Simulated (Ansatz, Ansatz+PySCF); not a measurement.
```xyz
10

C     1.1994    0.0000    0.0000
C     0.3706    1.1407    0.0000
C    -0.9704    0.7050    0.0000
C    -0.9704   -0.7050    0.0000
C     0.3706   -1.1407    0.0000
H     2.2844    0.0000    0.0000
H     0.7059    2.1726    0.0000
H    -1.8481    1.3428    0.0000
H    -1.8481   -1.3428    0.0000
H     0.7059   -2.1726    0.0000
```

Basis set: def2-SVP (spherical functions). Charge 0, multiplicity 2.

Computed with Ansatz (development build ahead of 0.2.0); each method stands on the lowest determinant of its kind that the runs found. Restricted functionals stand beside restricted open-shell atoms, which can lie above the unrestricted atoms usual in DFT and then raise those values.

The atomization energy at this shape (free ground-state atoms in the same class of orbitals less the molecule, no zero-point energy) of doublet C₅H₅:

| method | atomization energy |
| --- | --- |
| PBE0 (unrestricted) | 1116.81 kcal/mol |
| PBE0 (restricted open-shell) | 1119.96 kcal/mol |
| UHF | 829.99 kcal/mol |
| ROHF | 832.27 kcal/mol |

Q: What does ωB97X (unrestricted) give?

A: 1098.21 kcal/mol. Caution for UHF: the unrestricted determinant is spin contaminated.

The shape needn't be a minimum at these levels.
